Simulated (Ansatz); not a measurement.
`[SiH3]C[SiH2]I` and `CC[SiH2]I` differ in one atom or group.

Ansatz, PBE0-D4/def2-TZVP geometries, multiplicity 1. Each molecule was computed in one conformer, which needn't be the lowest.

Elements past krypton have def2 core potentials.

| property | `[SiH3]C[SiH2]I` |
| --- | --- |
| HOMO energy (ωB97M-V/def2-TZVPP) / eV | -9.72 |
| HOMO energy (PBE/def2-TZVPP) / eV | -6.48 |
| HOMO–LUMO gap (PBE0/def2-TZVPP) / eV | 6.92 |
| LUMO energy (B3LYP/def2-TZVPP) / eV | -0.87 |
| HOMO energy (B3LYP/def2-TZVPP) / eV | -7.35 |
| LUMO energy (PBE0/def2-TZVPP) / eV | -0.68 |

Task: Give the same properties after the change, and the shifts. (Estimate.)

Result: Ansatz gave: 
```csv
property,`CC[SiH2]I`,shift
HOMO energy (ωB97M-V/def2-TZVPP) / eV,-9.64,0.08
HOMO energy (PBE/def2-TZVPP) / eV,-6.38,0.10
HOMO–LUMO gap (PBE0/def2-TZVPP) / eV,7.10,0.18
LUMO energy (B3LYP/def2-TZVPP) / eV,-0.62,0.25
HOMO energy (B3LYP/def2-TZVPP) / eV,-7.26,0.09
LUMO energy (PBE0/def2-TZVPP) / eV,-0.41,0.27
```

With PBE0 the HOMO rises by 0.09 eV and the LUMO rises by 0.27 eV, so the gap widens by about 0.18 eV. PBE moves the HOMO by 0.10 eV and ωB97M-V by 0.08 eV.

B3LYP here is the variant with VWN-RPA as its local correlation; programs differ in this.

Spin–orbit coupling is left out; it splits and shifts lone-pair levels of the heavy atoms by tenths of an eV.
